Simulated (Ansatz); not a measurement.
Reaction (redistribution): `CO[SiH](Cl)OC` + `C[BH][AlH2]` → `CO[SiH2]Cl` + `CO[B](C)[AlH2]`

Program: Ansatz. Geometries: PBE0-D4/def2-TZVP. ΔE: electronic, gas phase. CBS: MP2 limit from def2 TZ/QZ plus the TZ coupled-cluster correction, frozen cores. DFT in def2-TZVPP. B3LYP here is the variant with VWN-RPA as its local correlation; programs differ in this. Each species was taken in one conformer, which may not be the lowest.

`CO[SiH](Cl)OC`:

Z-matrix (Å, degrees):
```
C
O 1 1.411
H 1 1.094 2 111.1
H 1 1.090 2 107.9 3 -119.2
H 1 1.095 2 111.5 3 121.6
Si 2 1.616 1 125.4 3 -62.5
O 6 1.616 2 105.6 1 175.4
Cl 6 2.060 2 110.4 1 56.0
H 6 1.479 2 112.4 1 -61.7
C 7 1.411 6 125.3 2 -175.8
H 10 1.090 7 107.9 6 -177.0
H 10 1.095 7 111.5 6 -57.8
H 10 1.094 7 111.1 6 63.8
```

`C[BH][AlH2]`:

```xyz
9

C     1.249    0.739   -0.093
B    -0.177    0.408    0.441
Al   -1.395   -1.250   -0.102
H     1.811   -0.072   -0.558
H     1.885    1.268    0.622
H     1.044    1.475   -0.892
H    -0.648    1.228    1.191
H    -2.351   -1.208   -1.380
H    -1.417   -2.587    0.770
```

`CO[SiH2]Cl`:

```xyz
9

C    -0.301    1.347    0.080
O    -0.293    0.191   -0.731
Si    0.128   -1.292   -0.214
Cl    2.089   -1.328    0.407
H    -0.778    2.150   -0.482
H     0.718    1.650    0.337
H    -0.864    1.183    1.006
H    -0.020   -2.202   -1.364
H    -0.680   -1.699    0.961
```

`CO[B](C)[AlH2]`:

```xyz
13

C    -1.880    0.623    0.604
O    -0.556    0.409    1.017
B     0.430   -0.050    0.209
C     1.845   -0.212    0.878
Al    0.128   -0.543   -1.880
H    -2.022    0.371   -0.456
H    -2.141    1.674    0.751
H    -2.552    0.004    1.203
H     2.585    0.412    0.364
H     2.210   -1.241    0.777
H     1.846    0.053    1.939
H     0.384    0.515   -3.049
H    -0.277   -2.014   -2.357
```

Question: Is it downhill or uphill in electronic energy at CCSD(T)/CBS, and by how much? (Estimate.)

Answer: Ansatz gave: Downhill: ΔE = -29.0 kJ/mol.

Question: What do these levels give: r2SCAN-D4, B3LYP-D4, r2SCAN, HF/def2-TZVPP, SCS-MP2/def2-QZVPP, CCSD/CBS(def2)? (An estimate is asked.)

Answer: Ansatz gave: r2SCAN-D4 -30.8, B3LYP-D4 -32.5, r2SCAN -31.0, HF/def2-TZVPP -14.4, SCS-MP2/def2-QZVPP -26.9, CCSD/CBS(def2) -24.9 kJ/mol.

Largest T1 diagnostic among the species: 0.013.

From PBE to PBE0 (25 % exact exchange), in def2-TZVPP and without D4, ΔE moves by +7.8 kJ/mol. In def2-TZVPP, CCSD(T) changes the Hartree–Fock value by −17.2 kJ/mol (the triples alone add −4.0 kJ/mol) and MP2 by −15.9 kJ/mol.
